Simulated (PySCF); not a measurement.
C₇H₆.
Bonds: C1–C2 (double), C2–C3, C3–C4 (triple), C4–C5, C5–C6, C6–C7 (double), C5–C7. Hydrogens: H8, H9 on C1; H10 on C2; H11 on C5; H12 on C6; H13 on C7.

Computed, not measured: PBE0/def2-SVP geometry optimisation, gas phase in PySCF.

Problem. Give the optimised bond lengths and angles.

Solution. 
```tsv
bond	length (Å)	order
C1=C2	1.342	double
C2–C3	1.422	single
C3≡C4	1.218	triple
C4–C5	1.446	single
C5–C6, C5–C7	1.510	single
C6=C7	1.293	double
C1–H8	1.093	single
C1–H9	1.092	single
C2–H10	1.097	single
C5–H11	1.102	single
C6–H12, C7–H13	1.087	single
```

Bonds in one row agree within 0.01 Å and their mean is given. Orders are formal, as drawn. A selection of angles:
```tsv
angle	degrees
C2–C1–H8	121.4
C2–C1–H9	120.8
H8–C1–H9	117.8
C1–C2–C3	125.2
C1–C2–H10	119.0
C3–C2–H10	115.8
C2–C3–C4	178.5
C3–C4–C5	179.1
C4–C5–C6	121.2
C4–C5–H11	113.2
C6–C5–C7	50.7
C6–C5–H11	118.5
C5–C6–C7	64.6
C5–C6–H12	143.8
C7–C6–H12	151.5
```

Dihedral angles: C4–C5–C6–C7 107° (anticlinal); C4–C5–C7–C6 -107° (anticlinal).

The 3-membered ring C5–C6–C7 has internal angles of 50.7° to 64.6°. The 7 C–C bonds span 1.218 Å (C3≡C4, drawn triple) to 1.510 Å (C5–C6, drawn single), a spread of 0.292 Å.

Point group: Cs (every atom within 0.08 Å of its image). Not checked by PBE0/def2-SVP frequencies.

Time: 32 s wall; peak memory 0.53 GiB. Hardware: Arm Neoverse N1, one thread, no GPU (shared host). These figures are those of the optimisation.
